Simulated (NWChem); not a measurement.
System: C2H6O2Si; SMILES C=C[SiH](O)O

The following NWChem deck was run.

```
start job
memory heap 200 mb stack 900 mb global 1100 mb
geometry units angstroms noautosym nocenter noautoz
  Si     0.026538    -0.493358    -0.370693
  O     -1.577872    -0.578114     0.129828
  O      1.049743    -1.531031     0.467329
  C      0.708499     1.216991    -0.052953
  C     -0.100330     2.268781     0.188909
  H     -0.047759    -0.875759    -1.819126
  H     -1.709994    -0.300812     1.054401
  H      0.896329    -2.475847     0.291343
  H      1.802357     1.379287    -0.065142
  H     -1.198643     2.151667     0.206791
  H      0.286035     3.285915     0.376096
end
basis spherical
  * library def2-svp
end
dft
  xc pbe0
  iterations 150
end
property
  efieldgrad
end
task dft property
```

All runs use the structure optimised with PBE-D3(BJ)/def2-SVP.

Vzz is the largest principal value of the second derivative of the potential at the nucleus (NWChem prints the opposite sign); η is the asymmetry. Non-relativistic.

Atoms are numbered as in the input.

Question: Give the results of this calculation. (PBE0/def2-SVP.) Quantities: Vzz O2 (a.u.); η O2; Vzz O3 (a.u.); η O3.

Answer: 
| Quantity | Result |
|---|---|
| Vzz O2 (a.u.) | 1.393 |
| η O2 | 0.57 |
| Vzz O3 (a.u.) | 1.406 |
| η O3 | 0.58 |
